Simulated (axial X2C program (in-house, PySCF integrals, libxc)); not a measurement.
**Levels of TiN by electron attachment to TiN⁺ (EOM-EA-CCSD)**

Calculated with an in-house all-electron X2C program for linear molecules (integrals from PySCF): two-component X2C with atomic mean-field Coulomb and Gaunt terms, Gaussian nuclei, basis Ti dyall-acv3z, N dyall-av3z with contracted cores.

R = 1.543 Å (near the PBE0 minimum at charge 0 of the determinant lowest at the starting distance; the state shown can have its own minimum elsewhere).

Hartree–Fock spinors of TiN⁺ (one of each Kramers pair; a window near the gap, which can cut inner shells):

| ω | occupied | ε (eV) | character |
| --- | --- | --- | --- |
| 1/2 | yes | -30.83 | 58% N s, 20% Ti d, 11% Ti p |
| 1/2 | yes | -17.07 | 55% N p, 36% Ti d, 3% Ti p |
| 3/2 | yes | -17.05 | 55% N p, 36% Ti d, 3% Ti p |
| 1/2 | yes | -16.96 | 43% Ti d, 42% N p, 7% N s |
| 1/2 | no | -6.16 | 59% Ti s, 17% Ti p, 14% N p |
| 1/2 | no | -4.11 | 61% Ti p, 24% Ti d, 14% N p |
| 3/2 | no | -4.10 | 61% Ti p, 24% Ti d, 14% N p |
| 3/2 | no | -3.59 | 94% Ti d, 4% N d |
| 5/2 | no | -3.58 | 94% Ti d, 4% N d |
| 1/2 | no | -3.21 | 39% Ti d, 36% Ti p, 14% N p |

Levels of TiN obtained by attaching an electron to TiN⁺:

| Ω | binding energy (eV) | above lowest (cm⁻¹) | attached spinor | one-particle weight |
| --- | --- | --- | --- | --- |
| 1/2 | 6.759 | 0 | 58% Ti sσ, 16% Ti pσ, 15% N pσ | 0.98 |
| 3/2 | 5.508 | 10087 | 95% Ti dδ | 0.94 |
| 5/2 | 5.482 | 10299 | 96% Ti dδ | 0.94 |
| 1/2 | 4.614 | 17299 | 57% Ti pπ, 27% Ti dπ, 14% N pπ | 0.97 |
| 3/2 | 4.593 | 17463 | 57% Ti pπ, 27% Ti dπ, 14% N pπ | 0.97 |
| 1/2 | 3.479 | 26455 | 39% Ti dσ, 36% Ti pσ, 16% N pσ | 0.97 |
| 1/2 | 2.220 | 36609 | 83% Ti sσ, 7% Ti pσ, 6% Ti dσ | 1.00 |
| 1/2 | 1.925 | 38981 | 67% Ti pπ, 24% Ti dπ, 7% N pπ | 0.98 |
| 3/2 | 1.917 | 39048 | 67% Ti pπ, 24% Ti dπ, 7% N pπ | 0.98 |

Task: What is the splitting of the first π pair in the table, and is it regular or inverted?

Result: E(3/2) − E(1/2) = 17463 − 17299 = 164 cm⁻¹ at EOM-EA-CCSD: regular, Ω = 1/2 lower. Splittings at this level can be off by ten to twenty per cent.

This point took 38 s on 1 thread of Intel(R) Xeon(R) Processor @ 2.30GHz (shared host).

Reference electrons by ω block (each with its −ω partner): 1/2: 11, 3/2: 3. 16 electrons of TiN⁺ correlated (inner shells frozen), 92 natural virtual spinors (a truncated set); levels can be off by some tenths of an eV. Roots sought by Ω: (1/2: 5, 3/2: 4, 5/2: 2, 7/2: 1); the list ends where they run out and leaves out roots under 60 % one-particle weight. The solver can skip a root, and states that need a further excitation, which the method places far too high, are missing though they may lie low or lowest. T1 of the reference 0.037 (Lee–Taylor). The reference was not checked to be the lowest state of its species. Number of frozen shells: Ti 2 s, 1 p; N 1 s. Large amplitudes in the reference (orbital relaxation or multireference character) lower the reliability.
